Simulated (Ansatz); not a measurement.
```yaml
crystal:
  periodic: [false, false, false]
  atoms:
    - {symbol: Zr, position_ang: [-2.139501, -0.904315, -1.328512]}
    - {symbol: Zr, position_ang: [2.026556, 1.040460, 0.669270]}
    - {symbol: Zr, position_ang: [-1.091968, 1.044358, 0.564500]}
    - {symbol: Zr, position_ang: [0.487810, -1.518953, -0.234504]}
    - {symbol: O, position_ang: [-0.339085, 0.154570, -1.165314]}
    - {symbol: O, position_ang: [0.417780, -0.172716, 1.380210]}
    - {symbol: O, position_ang: [3.209043, 1.364978, 1.957534]}
    - {symbol: O, position_ang: [0.342452, 2.325002, 0.487430]}
    - {symbol: O, position_ang: [-2.695113, 0.928648, -0.683684]}
    - {symbol: O, position_ang: [-0.712322, -2.288822, -1.687363]}
    - {symbol: O, position_ang: [2.233207, -0.743012, -0.468190]}
    - {symbol: O, position_ang: [-1.738860, -1.230207, 0.508624]}
basis:
  gaussian: {orbitals: def2-SVPD, final_grid: {core_spheres: 20, valence_spheres: 16, degree: 47}}
hamiltonian: {xc: {name: BHLYP}, dispersion: d3bj}
output: {forces: true}
```

```sh
$ ansatz run in.yaml --threads 4 --pin off --events-out ev --progress --plain --max-ram 6963MiB
```

Shortened log:

```
Functional definition: BHLYP
3044 factors; integrals over basis functions are off by at most 3.6e-4 eV
mean field evaluation 1: about -21435.7487 eV, gradient 1.6e2 eV
mean field evaluation 2: about -21027.1518 eV, gradient 4.2e2 eV
mean field evaluation 4: about -21484.6339 eV, gradient 3.0e1 eV
mean field evaluation 8: about -21486.2356 eV, gradient 7.1e-1 eV
mean field evaluation 16: about -21486.9722 eV, gradient 3.5e-2 eV
mean field -21486.97219260 eV, -789.6316636850 hartree, gradient 3.7e-5 eV, S^2 0.000000; 0 other end points of the search recorded, 0 dependent functions left out
reference -21486.97244498 eV, -789.6316729599 hartree; 56, 56 occupied and 264, 264 virtual orbitals, 3044 factors
Total energy: -21488.25772998 eV, -789.6789063124 hartree
Atom 0 at    -2.139501    -0.904315    -1.328512 Å, force     0.693574     0.271311     0.506928 eV/Å
Atom 1 at     2.026556     1.040460     0.669270 Å, force     0.273778    -0.061724     0.715627 eV/Å
Atom 2 at    -1.091968     1.044358     0.564500 Å, force     0.527572    -0.033379    -0.398234 eV/Å
Atom 3 at     0.487810    -1.518953    -0.234504 Å, force     0.121646     0.617439    -0.196377 eV/Å
Atom 4 at    -0.339085     0.154570    -1.165314 Å, force    -0.381288    -0.414991     0.573868 eV/Å
Atom 5 at     0.417780    -0.172716     1.380210 Å, force    -0.023632     0.161910    -0.554582 eV/Å
Atom 6 at     3.209043     1.364978     1.957534 Å, force    -0.539313    -0.104712    -0.710589 eV/Å
Atom 7 at     0.342452     2.325002     0.487430 Å, force    -0.217764    -0.496415     0.106215 eV/Å
Atom 8 at    -2.695113     0.928648    -0.683684 Å, force     0.211378    -0.433695     0.070872 eV/Å
Atom 9 at    -0.712322    -2.288822    -1.687363 Å, force    -0.238142     0.300609     0.303192 eV/Å
Atom 10 at     2.233207    -0.743012    -0.468190 Å, force    -0.491864    -0.049812     0.238815 eV/Å
Atom 11 at    -1.738860    -1.230207     0.508624 Å, force     0.064056     0.243461    -0.655736 eV/Å
Dipole moment:    -1.884515    -0.901329    -0.830357 e Å
```

Run time 57 s (4 threads of Arm Neoverse V1 on a shared host), peak host memory 2.2 GiB.

In the def2 sets Zr takes a core potential; there is no spin–orbit coupling.
